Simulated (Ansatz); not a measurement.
```yaml
crystal:
  periodic: [false, false, false]
  atoms:
    - {symbol: N, position_ang: [1.715434, -1.545631, 1.138415]}
    - {symbol: C, position_ang: [0.949556, -0.857357, 0.625004]}
    - {symbol: Ge, position_ang: [-0.320866, 0.283964, -0.227636]}
    - {symbol: Cl, position_ang: [-1.860070, -0.912019, -1.036646]}
    - {symbol: Cl, position_ang: [0.660646, 1.354309, -1.758969]}
    - {symbol: Cl, position_ang: [-1.102600, 1.612732, 1.213632]}
basis:
  gaussian: {orbitals: def2-mTZVP, fitting: {mean_field: def2-universal-jkfit}}
magnetization: {spin_polarized: true, initial_magnetization: 1}
hamiltonian: {xc: {name: CAM-B3LYP}}
accuracy: high
scf: {lower_state_search: off}
output: {forces: true}
```

```sh
$ ansatz run in.yaml --threads 4 --pin off --events-out ev --progress --plain --max-ram 10444MiB
```

Shortened log:

```
Error: a molecule whose nuclei and cores have a total charge of 96 cannot have a net charge of 0 together with 1 unpaired electrons
```

**Question.** What is wrong with this run?

**Answer.** The number of unpaired electrons doesn't fit the electron count. The program refused the input.
